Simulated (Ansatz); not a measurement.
Mulliken charges of `O[SiH](F)[SeH]` from r2SCAN/def2-TZVPP in Ansatz (PBE0-D4/def2-TZVP geometry).

| atom | x (Å) | y (Å) | z (Å) | charge (e) |
| --- | --- | --- | --- | --- |
| O1 | -0.891 | 1.148 | 0.204 | -0.394 |
| Si2 | 0.165 | -0.039 | 0.552 | 0.705 |
| F3 | -0.400 | -1.018 | 1.674 | -0.309 |
| Se4 | 0.540 | -1.421 | -1.205 | -0.206 |
| H5 | -1.674 | 0.920 | -0.301 | 0.211 |
| H6 | 1.365 | 0.633 | 1.075 | -0.080 |
| H7 | 0.956 | -0.290 | -2.045 | 0.071 |

Problem. By hand: the dipole of these point charges (1 e Å = 4.8032 D).

Solution. Σ q r = (0.085, 0.250, -0.255) e Å, of length 0.367 e Å = 1.76 D.

Problem. How does the dipole of the full density compare? (Estimate.)

Solution. The calculation gave: (-0.089, 0.167, -0.281) e Å, 1.63 D; the point charges give 1.08 times that, at 32° from its direction.

Point charges leave out the atoms' own dipoles, such as those of lone pairs, and Mulliken's split depends on the basis, so the two needn't agree.
